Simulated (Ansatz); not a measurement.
`[NH2][ZnH]`. Charge 0, multiplicity 1.

```csv
atom,x (Å),y (Å),z (Å)
N1,0.022,0.187,0.814
Zn2,0.190,-0.167,-0.960
H3,-0.127,-0.568,1.466
H4,-0.512,0.987,1.119
H5,0.428,-0.439,-2.439
```

**Question.** What are the harmonic wavenumbers in cm⁻¹ at PBE0-D4/def2-TZVP (Ansatz, finite differences of forces, unscaled)? (Best estimate.)

**Answer.** Ansatz gave: 317, 457, 493, 668, 723, 1559, 1961, 3579, 3672.

**Question.** Is this a minimum?

**Answer.** Yes, all 9 modes are real.

**Question.** Give the ideal-gas thermochemistry at 298.15 K and 1 bar (rigid rotor, harmonic oscillator; point group Cs, symmetry number 1).

**Answer.** Zero-point energy 80.3 kJ/mol; H(298) − E = 93.2 kJ/mol; entropy 261.0 J/(mol·K), of which translation 163.9, rotation 82.8, vibration 14.3; G(298) − E = 15.4 kJ/mol.

**Question.** Rotational constants (cm⁻¹)?

**Answer.** 11.17, 0.3393, 0.3313.
